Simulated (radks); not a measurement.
The numbers below are computed, except where a source is named.
Spherical quantum dot in the effective-mass picture: electrons in a parabolic well V = omega^2 r^2 / 2 with omega = 1.66, all in effective atomic units (hartree* = m*/eps^2 hartree, bohr* = eps/m* bohr), one dielectric constant everywhere. Level of theory: non-relativistic Kohn-Sham, PBEsol, spin-polarised, spherical densities (a radial shooting solver with Libxc functionals). Levels are named by radial order and angular momentum (1s, 1p, 1d, 2s, ...), and open shells are averaged over m. Results are scaled to m* = 0.027 and eps = 9.2, for which hartree* = 8.68 meV and bohr* = 18.03 nm.

N = 14, configuration 1s2 1p6 1d(up 5, down 1). This is the lowest configuration that the search found. Occupied and some empty levels:

level,occupation,eigenvalue (meV),<r> (nm)
1s up,1,97.847,20.63
1s down,1,98.443,20.29
1p up,3,106.38,26.17
1p down,3,107.25,26.01
1d up,5,115.78,30.18
1d down,1,116.76,30.15
2s up,0,117.35,26.73
2s down,0,117.99,26.89
1f up,0,125.95,33.43
1f down,0,126.94,33.49
2p up,0,128.31,30.38
2p down,0,128.95,30.49

Energy (meV): total 1045.21, kinetic 192.44, external 413.89, Hartree 509.16, exchange-correlation -70.277.

Electron density:

r (nm),n(r) (e/nm^3)
2.56,0.00005748
5.41,0.00006245
8.26,0.00007015
11.1,0.00007919
14.0,0.00008762
16.8,0.00009322
19.7,0.00009403
22.5,0.00008902
25.4,0.00007843
28.2,0.00006384
31.0,0.00004769
33.9,0.00003252
36.7,0.00002014
39.6,0.00001129
42.4,5.743e-06
45.3,2.651e-06
48.1,1.113e-06
51.0,4.238e-07
53.8,1.466e-07
56.7,4.594e-08
